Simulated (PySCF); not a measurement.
Geometry (Å), atoms numbered from 1 in this order:
```xyz
12

F    -2.2748   -0.5967    1.1089
C    -1.6162    0.4404    0.5057
O    -0.8116   -0.0211   -0.5074
C     0.3128   -0.7505   -0.1065
C     1.5251    0.1078    0.1904
F     1.3258    0.8466    1.3139
Cl    1.8947    1.1992   -1.1609
H    -2.3565    1.1072    0.0389
H    -1.0449    0.9670    1.2888
H     0.5719   -1.4357   -0.9270
H     0.0991   -1.3607    0.7891
H     2.4145   -0.5233    0.3446
```

Geometry: PBE0-D3(BJ)/def2-SVP; GIAO absolute shieldings from PySCF 2.14, gas phase, non-relativistic, averaged over equivalent atoms.

At HF/pcSseg-1 (151 basis functions, 6.7 s wall time on 1 thread of an Arm Neoverse V1, shared host):
```
atoms  σ (ppm)
   F6    370.1
   F1    391.2
   C5     95.2
   C2     98.8
   C4    129.5
   O3    290.4
  Cl7    805.3
  H12    26.27
   H8    26.68
   H9    26.69
  H11    27.68
  H10    28.45
```

Q: Predict the values at PBE0/def2-TZVP on the same geometry.

A: 
| atoms | σ at PBE0/def2-TZVP | change |
| --- | --- | --- |
| F6 | 328.2 | -41.9 |
| F1 | 356.5 | -34.7 |
| C5 | 76.0 | -19.2 |
| C2 | 81.7 | -17.1 |
| C4 | 118.2 | -11.3 |
| O3 | 254.6 | -35.8 |
| Cl7 | 719.5 | -85.8 |
| H12 | 25.31 | -0.96 |
| H8 | 26.29 | -0.39 |
| H9 | 25.91 | -0.78 |
| H11 | 27.08 | -0.60 |
| H10 | 28.05 | -0.40 |

The largest change is at Cl7 (chlorine bonded to C). Cost: 253 basis functions, 37 s wall time on 1 thread of an Arm Neoverse V1, shared host. The order of the carbon signals is the same at both levels.

Carbons that carry Cl, above all several Cl atoms, come out too deshielded, partly because spin–orbit coupling is missing.
